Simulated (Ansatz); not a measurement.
Mulliken charges of CH$_{3}$BClFZn (`F[B]([ZnH])CCl`) from B3LYP/def2-TZVPP in Ansatz (PBE0-D4/def2-TZVP geometry).

```json
{"atom": "F1", "x (Å)": "-1.384", "y (Å)": "-1.320", "z (Å)": "0.535", "charge (e)": "-0.236"}
{"atom": "B2", "x (Å)": "-0.409", "y (Å)": "-0.429", "z (Å)": "0.364", "charge (e)": "0.330"}
{"atom": "Zn3", "x (Å)": "-0.255", "y (Å)": "1.254", "z (Å)": "1.604", "charge (e)": "0.019"}
{"atom": "C4", "x (Å)": "0.504", "y (Å)": "-0.659", "z (Å)": "-0.909", "charge (e)": "-0.130"}
{"atom": "Cl5", "x (Å)": "-0.162", "y (Å)": "0.652", "z (Å)": "-1.951", "charge (e)": "-0.145"}
{"atom": "H6", "x (Å)": "-0.123", "y (Å)": "2.506", "z (Å)": "2.519", "charge (e)": "-0.113"}
{"atom": "H7", "x (Å)": "1.567", "y (Å)": "-0.457", "z (Å)": "-0.784", "charge (e)": "0.141"}
{"atom": "H8", "x (Å)": "0.354", "y (Å)": "-1.603", "z (Å)": "-1.434", "charge (e)": "0.133"}
```

Task: By hand: the dipole of these point charges (1 e Å = 4.8032 D).

Result: Σ q r = (0.427, -0.376, -0.161) e Å, of length 0.591 e Å = 2.84 D.

Task: How does the dipole of the full density compare? (Estimate.)

Result: Ansatz gave: (0.281, -0.234, 0.008) e Å, 1.76 D; the point charges give 1.61 times that, at 17° from its direction.

Point charges leave out the atoms' own dipoles, such as those of lone pairs, and Mulliken's split depends on the basis, so the two needn't agree.

B3LYP here is the variant with VWN-RPA as its local correlation; programs differ in this.
